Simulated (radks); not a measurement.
Spherical quantum dot in the effective-mass picture: electrons in a well V = -V0 / (1 + exp((r - R)/a)) with V0 = 8.31, R = 6.83, a = 0.68, with a point charge +1 (a donor) at the centre, all in effective atomic units (hartree* = m*/eps^2 hartree, bohr* = eps/m* bohr), one dielectric constant everywhere. Calculated with a radial shooting solver with Libxc functionals: non-relativistic Kohn-Sham, r2SCAN, spin-polarised, spherical densities, generalised Kohn-Sham scheme. Levels are named by radial order and angular momentum (1s, 1p, 1d, 2s, ...), and open shells are averaged over m.

N = 11, configuration 1s2 1p6 1d(up 2, down 0) 2s(up 1, down 0). This is the lowest configuration that the search found. Occupied levels:

level    occupation  eigenvalue (hartree*)  <r> (bohr*)
1s up             1                -5.9776        2.951
1s down           1                -5.9322        3.265
1p up             3                -5.8345        3.887
1p down           3                -5.8013        3.820
2s up             1                -5.7083        2.569
1d up             2                -5.6755        4.118

Energy (hartree*): total -77.7591, kinetic 3.1604, external -93.015, Hartree 14.789, exchange-correlation -2.6940.
